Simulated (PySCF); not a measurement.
**Functional benchmark on one molecule**

Molecule: SMILES CSc1ccccc1, C7H8S.

Atom-mapped SMILES (the numbers label the heavy atoms): `[CH3:1][S:2][c:3]1[cH:4][cH:5][cH:6][cH:7][cH:8]1`. Hydrogens are named by the atom that carries them.

Geometry PBE0-D3(BJ)/def2-SVP throughout; GIAO in PySCF 2.14.0 with density-fitted response routines, gas phase, one conformer, non-relativistic; equivalent atoms averaged; basis pcSseg-1.

Reference values (estimated from measurements, as parent shift plus tabulated substituent increments; solution, not stated per compound (mostly CDCl3 or CCl4); Pretsch, Buehlmann, Badertscher, Structure Determination of Organic Compounds, 4th ed. (2009)): δ(C4/C8) = 126.6 ppm, δ(C5/C7) = 128.7 ppm, δ(C6) = 124.9 ppm, δ(H(C4)/H(C8)) = 7.26 ppm, δ(H(C5)/H(C7)) = 7.24 ppm, δ(H(C6)) = 7.10 ppm. Computed shifts are taken against TMS, calculated as an isolated molecule at each level.

Question: How do the functionals PBE, KT3, B3LYP, PBE0, B97-2, CAM-B3LYP, wB97X-D perform against the reference? Times are CPU seconds on 1 thread of an Arm Neoverse V1, shared host; the GGAs took longer than the global hybrids here, which isn't the general rule, and the cause wasn't traced.

Answer: 
```tsv
functional	kind	C4/C8	C5/C7	C6	H(C4)/H(C8)	H(C5)/H(C7)	H(C6)	mean abs. error C	mean abs. error H	core-s
PBE	GGA	125.0	131.4	125.3	6.89	7.20	6.94	1.6	0.19	34
KT3	GGA	116.5	122.0	116.4	6.72	7.01	6.76	8.4	0.37	34
B3LYP	global hybrid	128.3	134.7	128.5	6.91	7.21	6.97	3.8	0.17	23
PBE0	global hybrid	127.9	134.2	128.2	7.04	7.36	7.11	3.4	0.12	29
B97-2	global hybrid	125.0	131.1	125.2	6.98	7.28	7.03	1.4	0.13	22
CAM-B3LYP	range-separated hybrid	131.4	138.1	131.9	7.03	7.34	7.10	7.1	0.11	31
wB97X-D	range-separated hybrid	129.2	135.6	129.7	7.09	7.39	7.15	4.8	0.12	30
```

For ¹³C the closest is B97-2 (1.4 ppm, with PBE practically level) and the furthest KT3 (8.4 ppm).

For ¹H the closest is CAM-B3LYP (0.11 ppm, with PBE0, wB97X-D, B97-2 practically level) and the furthest KT3 (0.37 ppm). One molecule is a small sample, and vibrational and solvent effects are absent from the calculation.
